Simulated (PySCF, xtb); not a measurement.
C₄H₇O, SMILES C[CH]C(C)=O, multiplicity 2. Other conformers were not sampled.

Harmonic wavenumbers (cm⁻¹) from GFN2-xTB (xtb) at its own minimum, in rising order: 86, 106, 141, 235, 401, 498, 594, 641, 843, 921, 982, 991, 1047, 1152, 1185, 1364, 1371, 1384, 1425, 1455, 1460, 1466, 1590, 2938, 2967, 3022, 3027, 3044, 3063, 3083.

Q: What does PBE-D3(BJ)/def2-SVP (PySCF 2.14.0) give at its own minimum? (The exact figures need the calculation; the answer reports its results.)

A: 37, 113, 154, 255, 406, 503, 588, 645, 779, 915, 919, 978, 1006, 1115, 1171, 1301, 1309, 1358, 1382, 1390, 1396, 1435, 1609, 2937, 2971, 2994, 3052, 3078, 3093, 3106. Paired by order, the mean absolute difference is 29 cm⁻¹ and the zero-point energies are 60.7 and 60.0 kcal/mol.
